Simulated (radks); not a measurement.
Numerical settings for the lutetium ion Lu3+, [Xe] 4f14. Method: scalar-relativistic Kohn-Sham, PBE, spin-unpolarised, spherical densities, finite nucleus; Fermi nuclear charge, rms radius 5.37 fm; computed with a radial shooting solver on a logarithmic mesh with Libxc functionals. The defaults (mesh step 0.008 in ln r, mesh end at 40 bohr or more with all orbitals vanishing there, Anderson mixing 0.5 over 9 steps, residual threshold near 1e-9 with the energy settled to 1e-9 hartree or 1e-11 of itself, here a cap of 89 iterations) give E = -14559.9788 hartree and 4f at -36.208 eV in 16 iterations. Run on one thread of a shared host, so times are rough (Arm Neoverse N1): 0.18 s of CPU time, 0.18 s wall, 16 iterations on 2213 mesh points. Changes against that run (0 stands for a change within the tolerance of the run):

| setting | iterations | converged | E (mhartree) | e(4f) (meV) | CPU (s) |
|---|---|---|---|---|---|
| mesh step in ln r 0.005 | 15 | yes | 0 | 0 | 0.28 |
| mesh step in ln r 0.012 | 14 | yes | 0 | 0 | 0.12 |
| mesh step in ln r 0.12 | 4 | no | diverged | - | 0.01 |
| mesh end (bohr) 2 | 16 | yes | +4.83e+03 | +2.7e+04 | 0.16 |
| mesh end (bohr) 3 | 16 | yes | +219 | +3.02e+03 | 0.17 |
| residual threshold 0.1 | 11 | yes | 0 | +0.249 | 0.15 |
| residual threshold 1e-13 | 72 | yes | 0 | 0 | 0.42 |
| mixing 0.01 | 32 | yes | 0 | 0 | 0.32 |
| linear mixing, mixing 0.2 | 88 | yes | 0 | 0 | 0.72 |
| linear mixing, mixing 0.8 | 89 | no | +7.77e+04 | -3.86e+05 | 1.6 |
| mixing history 20 | 19 | yes | 0 | 0 | 0.21 |
| iteration cap 5 | 5 | no | +16 | +1.6e+03 | 0.07 |

Settings that end as converged yet miss the energy by more than 1 mhartree: mesh end (bohr) 2 (+4.83 hartree); mesh end (bohr) 3 (+0.219 hartree). A mesh that ends early acts as a hard wall.
